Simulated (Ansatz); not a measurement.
`[NH2][Al]([F])[Cl]` + CH₃SH → `C[S][Al]([F])[Cl]` + NH₃ at 600 K and 1 bar (ligand exchange at the Al–N bond).

Calculated with Ansatz (gas phase, PBE0-D4/def2-TZVP geometries, no zero-point term in ΔE). CBS: MP2 limit from def2 TZ/QZ plus the TZ coupled-cluster correction, frozen cores. This one scheme is used for every species. Each species was taken in one conformer, which may not be the lowest.

```
             species  CCSD(T)/CBS energy (Eh)  H − E (kJ/mol)  S (J/(mol·K))
`[NH2][Al]([F])[Cl]`               -857.68991           124.6          381.7
               CH₃SH               -438.22835           152.3          296.8
 `C[S][Al]([F])[Cl]`              -1239.41425           172.5          452.7
                 NH₃                -56.50880           112.4          219.5
```

H − E and S are ideal-gas, rigid-rotor, harmonic terms from PBE0-D4/def2-TZVP, for one conformer and one mirror image of each species. 1 Eh = 2625.50 kJ/mol, R = 8.31446 J/(mol·K).

Problem. By hand: ΔE, ΔH, ΔS and ΔG.

Solution. ΔE = (-1239.41425) + (-56.50880) − (-857.68991) − (-438.22835) = -0.00479 Eh = -12.6 kJ/mol. Δ(H − E) = 172.5 + 112.4 − 124.6 − 152.3 = 8.0, so ΔH = -4.6 kJ/mol. ΔS = 452.7 + 219.5 − 381.7 − 296.8 = -6.3 J/(mol·K). ΔG = -4.6 − 600 × (-6.3)/1000 = -0.8 kJ/mol.

Problem. By hand: the equilibrium constant, and the temperature at which ΔG would vanish if ΔH and ΔS stayed fixed.

Solution. log₁₀ K = −ΔG/(RT ln 10) = 0.1. ΔG = 0 at ΔH/ΔS = 730 K, though so small a ΔH makes that figure unsure.

TΔS isn't small against ΔH here. The sign of ΔG lies within the doubt. A doubt of 5 kJ/mol in ΔE shifts log₁₀ K by 0.4 here. Other conformers and mirror images would add mixing entropy, several J/(mol·K) or more a flexible species. Modes under 60 cm⁻¹, often nearly free rotors, make the harmonic entropy too high. These are equilibria of isolated gas molecules and say nothing of rates. Largest T1 diagnostic: 0.011 (customary marks: 0.02 for closed shells, 0.045 for open ones).
